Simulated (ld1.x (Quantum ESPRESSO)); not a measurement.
## beryllium: excitation energies, all-electron against ultrasoft

ld1.x (Quantum ESPRESSO) 7.5 input, shortened:

```
&input
   title='Be', zed=4., rel=1, dft='PZ', iswitch=3,
   config='[He] 2s2 2p0 3d-2'
 /
 &inputp
   pseudotype=3, tm=.true., lloc=-1, rcloc=2.25,
   nlcc=.true.,
   which_augfun='PSQ', rmatch_augfun_nc=.true.
 /
5
2S  1  0   2.00   0.00  1.25  1.65  0.0
2S  1  0   0.00   0.40  1.25  1.65  0.0
2P  2  1   0.00   0.00  2.95  3.30  0.0
2P  2  1   0.00   3.10  2.95  3.30  0.0
3D  3  2  -2.00   0.35  1.85  2.40  0.0
 &test
   configts(1)='2s2 2p0'
 /
```

Energies are relative to the spin-unpolarised reference configuration 2s2 2p0; without spin polarisation the order of configurations can differ from experiment. Spin-polarised rows fill each open shell by Hund’s rule, majority spin first.

(1) Give the all-electron excitation energy and the error of the potential for: 2s1 2p0; 2s1.5 2p0; 2s1 2p1; 2s0 2p2; 2s0 2p1; 2s1 2p0 (spin-polarised); 2s1.5 2p0 (spin-polarised).

Levels in the configuration 2s1 2p0:

| level | all-electron (eV) | pseudo (eV) |
| --- | --- | --- |
| 2s | -13.647 | -13.638 |

Results:

(1)

```json
{"valence configuration": "2s1 2p0", "charge": "+1", "ΔE all-electron (eV)": "9.520", "error AE − PS (meV)": "+3.2"}
{"valence configuration": "2s1.5 2p0", "charge": "+0.5", "ΔE all-electron (eV)": "3.752", "error AE − PS (meV)": "+0.5"}
{"valence configuration": "2s1 2p1", "charge": "0", "ΔE all-electron (eV)": "3.519", "error AE − PS (meV)": "+7.0"}
{"valence configuration": "2s0 2p2", "charge": "0", "ΔE all-electron (eV)": "7.071", "error AE − PS (meV)": "+28"}
{"valence configuration": "2s0 2p1", "charge": "+1", "ΔE all-electron (eV)": "13.334", "error AE − PS (meV)": "+42"}
{"valence configuration": "2s1 2p0 (spin-polarised)", "charge": "+1", "ΔE all-electron (eV)": "9.044", "error AE − PS (meV)": "+3.9"}
{"valence configuration": "2s1.5 2p0 (spin-polarised)", "charge": "+0.5", "ΔE all-electron (eV)": "3.671", "error AE − PS (meV)": "+0.8"}
```
